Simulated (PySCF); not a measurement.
Rows and methods have been separated. Pair them.

Compound: C5H6F2.
InChI=1S/C5H6F2/c6-3-5(7)4-1-2-4/h1-2,4-5H,3H2/t5-/m0/s1

The closed-shell ground state was solved 5 times with PySCF (density fitting, gas phase), always with PBE0, in these basis sets: 6-31G, STO-3G, aug-cc-pVDZ, def2-TZVP and pcJ-1. Isolated species at its PBE0-D3(BJ)/def2-SVP geometry (one conformer only).

```tsv
row	total energy (Eh)	HOMO (eV)	LUMO (eV)	dipole (D)
P	-393.3040	-7.58	-0.25	0.99
Q	-393.1888	-7.45	0.09	1.04
R	-393.3485	-7.57	-0.44	1.06
S	-393.4556	-7.56	-0.32	1.03
T	-388.0643	-4.53	3.22	0.71
```

Question: Which basis belongs to which row?

Answer: P = pcJ-1, Q = 6-31G, R = aug-cc-pVDZ, S = def2-TZVP, T = STO-3G. From the lowest total energy up: def2-TZVP (253 functions) 0 eV; aug-cc-pVDZ (215 functions) +2.91 eV; pcJ-1 (249 functions) +4.12 eV; 6-31G (75 functions) +7.26 eV; STO-3G (41 functions) +146.70 eV.

Shape of the structure used: `[F:1][CH2:2][C@H:3]([F:4])[CH:5]1[CH:6]=[CH:7]1`: F1–C2–C3–F4 -175°, C2–C3–C5–C6 -142°.
